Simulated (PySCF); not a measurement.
## Spin states and ions at one geometry of [PbI]+

PySCF 2.14.0, RKS PBE, Pb def2-SVP with ECP60, I def2-SVP with ECP28; non-relativistic Hamiltonian with scalar-relativistic core potentials where named; density fitting; no spin-orbit coupling; singlets restricted, open shells unrestricted. The geometry is relaxed for charge +1, singlet, vacuum:

```xyz
2

Pb    0.0000    0.0000   -1.0070
I     0.0000    0.0000    1.7162
```

Energies count from the relaxed state; an electron taken off or put on is at rest in vacuum. Charges and spins are Mulliken's.

Problem. Order these states by energy, lowest first.
A. charge +2, doublet, vacuum
B. charge 0, doublet, vacuum
C. charge +1, triplet, vacuum
D. charge +1, singlet, vacuum

Solution. B (-6.50 eV), D (0.00 eV), C (3.09 eV), A (15.15 eV).

Problem. How do charge and spin on the first atom follow?

Solution. 
| state | spin squared | charge on Pb1 (e) | spin on Pb1 (e) | dipole about the centre of mass (D) |
| --- | --- | --- | --- | --- |
| charge +1, singlet, vacuum | 0.00 | 0.89 | 0.00 | 3.35 |
| charge +1, triplet, vacuum | 2.00 | 0.54 | 0.99 | 0.97 |
| charge +2, doublet, vacuum | 0.75 | 1.31 | 0.00 | 0.61 |
| charge 0, doublet, vacuum | 0.75 | 0.21 | 0.98 | 2.38 |

With an electron taken off (doublet) the charges change, summed by element, by Pb +0.41 e, I +0.59 e. The vertical ionisation energy is 15.15 eV, against −ε(HOMO) = 11.99 eV of the relaxed state. The level lies 3.2 eV too high, as is usual for semilocal functionals and global hybrids, which keep a self-interaction error.

With an electron put on (doublet) the charges change, summed by element, by Pb -0.68 e, I -0.32 e. The vertical electron affinity is 6.50 eV, against −ε(LUMO) = 9.23 eV of the relaxed state.

Open shells may have lower solutions than those found.
